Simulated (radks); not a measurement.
Problem. Coherent X-ray form factor from a spherical all-electron density. Calculated with a radial shooting solver on a logarithmic mesh with Libxc functionals: Dirac Kohn-Sham, LDA (Slater exchange, Perdew-Wang correlation), spin-unpolarised, spherical densities, point nucleus.

sin(theta)/lambda (1/angstrom),f0 (electrons)
0.05,42.442
0.1,40.886
0.15,38.622
0.2,35.999
0.25,33.313
0.3,30.767
0.4,26.450
0.5,23.218
0.6,20.814
0.8,17.302
1,14.419
1.25,11.292
1.5,8.902
2,6.281

The species is in the configuration that NIST lists as its ground one. Which atom or ion scatters so?

Solution. The rhodium ion Rh2+, [Kr] 4d7. Extrapolating in s^2 from the first two rows gives f0(0) = 43.0, near the electron count 43; among species with that count, the fall with angle is slower the higher Z, and the table is that of Z = 45; from so few rows the species is fixed only to a neighbour or two.
